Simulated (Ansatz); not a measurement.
Reaction (redistribution): `C[B](F)[SnH3]` + `N[SiH2]CCl` → `CB(F)CCl` + `N[SiH2][SnH3]`

Computed with Ansatz on PBE0-D4/def2-TZVP structures; ΔE is electronic, products minus reactants. CBS: MP2 limit from def2 TZ/QZ plus the TZ coupled-cluster correction, frozen cores. Functionals use def2-TZVPP. B3LYP here is the variant with VWN-RPA as its local correlation; programs differ in this. def2 core potentials past Kr. For Sn outer-core shells are correlated without core-valence functions, which leaves a few kJ/mol of doubt a bond. One conformer a species, not always the lowest.

```json
{"level": "B3LYP", "ΔE (kJ/mol)": "-42.3"}
{"level": "SCS-MP2/def2-QZVPP", "ΔE (kJ/mol)": "-37.8"}
```

Problem. What does CCSD(T)/CBS give? (Estimate.)

Solution. Ansatz gave: -38.7 kJ/mol. The listed levels differ from it by -3.6, 0.9 kJ/mol.

Largest T1 diagnostic among the species: 0.014.

In def2-TZVPP, CCSD(T) changes the Hartree–Fock value by +4.4 kJ/mol (the triples alone add +0.7 kJ/mol) and MP2 by +5.1 kJ/mol.
